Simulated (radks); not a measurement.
Effect of the nuclear size on the germanium ion Ge2+, [Ar] 3d10 4s2. All-electron calculation, Dirac Kohn-Sham, LDA (Slater exchange, Perdew-Wang correlation), spin-unpolarised, spherical densities, finite nucleus; Fermi nuclear charge, rms radius 4.0742 fm. Program: a radial shooting solver on a logarithmic mesh with Libxc functionals. The rms radius is varied about that value; shifts are against it.

\begin{tabular}{lrrrrr}
rms radius (fm) & total energy shift (eV) & density at nucleus (e/bohr^3) & 1s1/2 shift (meV) & 2s1/2 shift (meV) & 3s1/2 shift (meV) \\ \hline
3.5853 & -0.0763 & 3.183e+04 & -32.4 & -3.15 & -0.466 \\
3.9438 & -0.0212 & 3.163e+04 & -9.03 & -0.877 & -0.130 \\
4.0742 & 0 & 3.157e+04 & 0.000 & 0.000 & 0.000 \\
4.2168 & 0.0240 & 3.15e+04 & 10.2 & 0.990 & 0.146 \\
4.5183 & 0.0772 & 3.136e+04 & 32.8 & 3.19 & 0.471 \\
\end{tabular}

Slopes of the eigenvalues against <r^2> in GHz/fm^2, as finite differences over the two radii next to the reference (eigenvalue slopes, not the field-shift constants of lines): 1s1/2 2090, 2s1/2 203, 3s1/2 30.0.
